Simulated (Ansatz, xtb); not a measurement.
## BFGa2H2Si: where a starting geometry ends

The starting geometry of this gas-phase singlet was built from a drawn formula by distance geometry; its bonds are those of `B#[Si][Ga]([F])[GaH2]`.

```xyz
7

B    -0.7244   -0.7133    2.2878
F     0.6708    0.2371   -2.5633
Ga    0.3703    1.1856   -1.1962
Ga    2.1462    2.7399   -0.6575
Si   -0.2910    0.0148    0.8880
H     3.2786    1.7940   -0.0897
H     1.4640    3.7075    0.2045
```

Problem. Predict what it relaxes into with r2SCAN-D4/def2-SVP.

Solution. New bonds form, giving a structure given below by its coordinates. Distances that change by over a tenth: B1–Si5 (1.64 → 1.86 Å), Ga3–Ga4 (2.42 → 3.13 Å). Contacts that close: B1–Ga3 (4.12 → 2.06 Å), B1–Ga4 (5.37 → 2.05 Å).

The energy falls by 5.88 eV over 32 steps:

```json
{"step": "1", "E − E(last) (eV)": "5.879"}
{"step": "4", "E − E(last) (eV)": "4.166"}
{"step": "8", "E − E(last) (eV)": "3.424"}
{"step": "11", "E − E(last) (eV)": "2.680"}
{"step": "15", "E − E(last) (eV)": "1.653"}
{"step": "18", "E − E(last) (eV)": "0.431"}
{"step": "22", "E − E(last) (eV)": "0.112"}
{"step": "25", "E − E(last) (eV)": "0.009"}
{"step": "29", "E − E(last) (eV)": "0.001"}
{"step": "32", "E − E(last) (eV)": "0.000"}
```

Final geometry (Å):

| atom | x (Å) | y (Å) | z (Å) |
| --- | --- | --- | --- |
| B | 0.3279 | 0.9916 | 0.7793 |
| F | 0.9764 | -0.1899 | -2.6493 |
| Ga | 0.3757 | 0.0016 | -1.0282 |
| Ga | 1.6825 | 2.4739 | 0.3831 |
| Si | -0.8753 | -0.4230 | 0.9367 |
| H | 2.3964 | 2.5644 | -1.0120 |
| H | 2.0312 | 3.5471 | 1.4639 |

From the same start GFN2-xTB ends elsewhere, in pieces: BFGa2HSi + H.

The end wasn't checked by frequencies. Run with Ansatz 0.2.0, 110 s on 2 threads of Intel(R) Xeon(R) Platinum 8259CL CPU @ 2.50GHz (Skylake/Cascade Lake), with other jobs on the host.
